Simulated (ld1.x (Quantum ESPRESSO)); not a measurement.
# Building the PAW potential for Au (LDA (PZ), scalar-relativistic).

- Element: Au
- Generator: ld1.x (Quantum ESPRESSO) 7.5
- Type: PAW
- Functional: LDA (PZ)
- Relativity: scalar-relativistic
- Frozen core: [Kr] 4d10 4f14
- Valence charge: 19
- Reference configuration: 5s2 5p6 5d10 6s0.5 6p0.5
- Partial waves: 5s (bound): rcut 1.35, rcutus 1.90 bohr; 6s (bound): rcut 1.35, rcutus 1.90 bohr; 5p (bound): rcut 1.40, rcutus 1.60 bohr; 6p (bound): rcut 1.40, rcutus 1.60 bohr; 5d (bound): rcut 1.25, rcutus 1.45 bohr; 5d channel at -0.1 Ry: rcut 1.25, rcutus 1.45 bohr
- Local potential: all-electron potential smoothed inside 1.20 bohr (lloc = -2)
- Core correction: Bessel-smoothed model core inside 0.85 bohr
- Augmentation charge: PSQ, inside the norm-conserving radii

All-electron outer shells of the reference configuration (LDA (PZ), scalar-relativistic, ld1.x):

| shell | level (eV) | outermost node (bohr) | outermost maximum (bohr) |
| --- | --- | --- | --- |
| 4d | -327.00 | 0.20 | 0.41 |
| 5s | -109.92 | 0.48 | 0.84 |
| 4f | -82.72 | – | 0.37 |
| 5p | -61.21 | 0.52 | 0.96 |
| 5d | -8.22 | 0.56 | 1.21 |
| 6s | -6.94 | 1.11 | 2.29 |
| 6p | -1.54 | 1.32 | 3.42 |

Results:

```
Cutoffs needed                            : 50 Ry and 90 Ry (the cutoffs (Ry, on a coarse ladder) from which the occupation-weighted sum of valence levels, in a spherical-Bessel basis at the reference potential, stays within 10 and 1 mRy of its value at 400 Ry)
Ghost test                                : no extra level below or beside the all-electron valence levels (s, p, d, f tested) (spherical-Bessel basis up to 400 Ry, 20 bohr box)
Largest excitation error                  : -44 meV (all-electron minus pseudo) for 5s2 5p6 5d7 6s0 6p0, out of 7 test configurations
Lowest eigenvalue of the overlap operator : 0.07 (p channel)
Density cutoff estimated by the generator : 258 Ry
```

Generation and tests took about 3.3 s on one core of a shared server CPU.
